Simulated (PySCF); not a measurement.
Estimate the missing entries of this data sheet.

Amminetrifluoroboron, BF3H3N.
InChI=1S/BF3H3N/c2-1(3,4)5/h5H3

```json
{"property": "rotational constants A, B, C", "level": "PBE0-D3(BJ)/def2-SVP", "value": "4.905, 4.684, 4.678 GHz"}
{"property": "dipole moment", "level": "B3LYP/def2-SVPD", "value": "6.10 D"}
{"property": "HOMO energy", "level": "B3LYP/def2-SVPD", "value": "?"}
{"property": "LUMO energy", "level": "B3LYP/def2-SVPD", "value": "?"}
{"property": "lowest singlet excitation", "level": "TDDFT B3LYP/def2-SVPD", "value": "8.37 eV (148 nm, f = 0.000)"}
{"property": "lowest triplet excitation (Tamm–Dancoff)", "level": "TDA B3LYP/def2-SVPD", "value": "?"}
{"property": "static isotropic polarisability", "level": "B3LYP/def2-SVPD", "value": "27.8 au"}
{"property": "vertical ionisation energy", "level": "ΔSCF B3LYP/def2-SVPD", "value": "13.01 eV"}
{"property": "electronic spatial extent ⟨r²⟩ about the centre of nuclear charge", "level": "B3LYP/def2-SVPD", "value": "?"}
{"property": "1H chemical shifts (computed TMS as zero) by class", "level": "GIAO KT3/pcSseg-2", "value": "2.49 (3 H) ppm"}
{"property": "isotropic shieldings of nuclei other than C and H, by class", "level": "GIAO KT3/pcSseg-2", "value": "?"}
{"property": "largest of the computed one-bond spin–spin couplings (means over like bonds)", "level": "B3LYP/pcJ-1", "value": "?"}
{"property": "core binding energies", "level": "ΔSCF SCAN, pcX-2 on the ionised atom, pcseg-1 elsewhere, spin-free X2C", "value": "B1s 199.7, N1s 408.7, F1s 692.2 (×3) eV"}
```

Gas-phase values; electronic properties from PySCF, density fitting. Geometry: PBE0-D3(BJ)/def2-SVP; no solvent, vibrations or thermal averaging.

Give the HOMO energy.

-10.09 eV.

What is the LUMO energy?

-0.82 eV.

The isotropic shieldings of nuclei other than C and H, by class?

100 (1 B), 209 (1 N), 331 (3 F) ppm.

The lowest triplet excitation (Tamm–Dancoff)?

8.23 eV.

Give the electronic spatial extent ⟨r²⟩ about the centre of nuclear charge.

356 bohr².

What are the largest of the computed one-bond spin–spin couplings (means over like bonds)?

15N–1H -72.6 (×3), 19F–11B -64.2 (×3), 15N–11B -11.0 Hz.

The polarisability is 4.11 Å³ as a volume (1 au = 0.148185 Å³), or 0.66 au for each of the 42 electrons. The rotational constants are those of a nearly prolate symmetric top. With B = h/(8π²I), that is 505.379 GHz u Å² over I, the principal moments of inertia are 103.0, 107.9 and 108.0 u Å² (most abundant isotopes).

For the TDDFT job (B3LYP/def2-SVPD), time: 54 s. Hardware: one thread, x86-64 server, no GPU (shared host).
